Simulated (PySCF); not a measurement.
# What a mistake does to a calculation on AlB2H5O

All numbers below are calculated, not measured. They come from PySCF 2.14.0, an open-source quantum chemistry program, on an isolated molecule that a program drew, which may never have been made. The molecule is AlB2H5O (charge 0, singlet), drawn as the SMILES string `BO[BH][AlH2]`.

Each row is a Hartree-Fock (HF) and frozen-core CCSD(T) single point in the cc-pV(D+d)Z basis, meant for a local HF minimum. Run 1 is clean. Each other run has one planted mistake out of seven kinds, and not every kind appears here: one electron removed, one electron added, multiplicity raised by two, geometry at a saddle point, minimal basis STO-3G, one bond length entered in bohr, all coordinates scaled. The reference is restricted for singlets and unrestricted otherwise, and also for a bond in bohr. Adding or removing an electron swaps singlet and doublet. Electrons count all cores. HOMO and LUMO are orbital energies over both spins, the gradient is its largest component, and the lowest frequency (negative if imaginary) is given only where the gradient is small. Bond lengths are over the 8 bonds as drawn. T1 is the CCSD diagnostic: over 0.02 (restricted) or 0.045 (unrestricted) a single reference is doubtful.

Geometry of the clean run:
```xyz
9
AlB2H5O, angstrom
B    -0.9165   -0.5807   -1.5607
O    -0.6732   -0.2157   -0.2698
B     0.5191    0.2387    0.2511
Al    0.6059    0.7479    2.3578
H    -0.0425   -0.5240   -2.3823
H    -2.0232   -0.9536   -1.8311
H     1.4490    0.3221   -0.5200
H     0.2882    2.2194    2.8630
H     1.0038   -0.3335    3.4504
```

| run | electrons | basis functions | <S^2> | HOMO (eV) | LUMO (eV) | gradient (hartree/bohr) | lowest frequency (cm^-1) | mean bond (Å) | longest bond (Å) | T1 | HF (hartree) | CCSD(T) (hartree) | mistake |
|---|---|---|---|---|---|---|---|---|---|---|---|---|---|
| 1 | 36 | 90 | 0.000 | -9.93 | 1.10 | 4.9e-05 | 96 | 1.4621 | 2.169 | 0.0137 | -369.09964 | -369.56948 | no fault |
| 2 | 36 | 90 | 0.915 | -8.99 | 0.82 | 3.3e-02 | - | 1.6138 | 2.577 | 0.0507 | -368.94198 | -369.39976 | one bond length entered in bohr |
| 3 | 37 | 90 | 0.767 | 0.24 | 6.00 | 3.4e-02 | - | 1.4621 | 2.169 | 0.0156 | -369.07447 | -369.56232 | one electron added |
| 4 | 36 | 29 | 0.000 | -7.34 | 6.58 | 4.2e-02 | - | 1.4621 | 2.169 | 0.0159 | -364.55859 | -364.75498 | ? |
| 5 | 36 | 90 | 0.000 | -9.93 | 1.13 | 8.2e-03 | - | 1.4460 | 2.145 | 0.0134 | -369.09869 | -369.56725 | ? |

**Which mistake was planted in run 4, and what did it cost?**

It has 29 basis functions where the clean run has 90, with the same electrons and geometry. So the mistake is: minimal basis STO-3G. Subtracting run 1 and multiplying by 627.51 kcal/mol a hartree, the energy moved by 2849.6 kcal/mol in HF and 3021.1 kcal/mol in CCSD(T).

**Which mistake was planted in run 5, and what did it cost?**

The mean and the longest bond both change by the same factor, 0.989, and the gradient is no longer small. So the mistake is: all coordinates scaled. Subtracting run 1 and multiplying by 627.51 kcal/mol a hartree, the energy moved by 0.6 kcal/mol in HF and 1.4 kcal/mol in CCSD(T).

Cautions from the logs. Run 2: T1 is over the limit, so its CCSD(T) energy is less reliable; run 3: the HOMO is above zero, so the electron isn't bound and the energy depends on the basis.
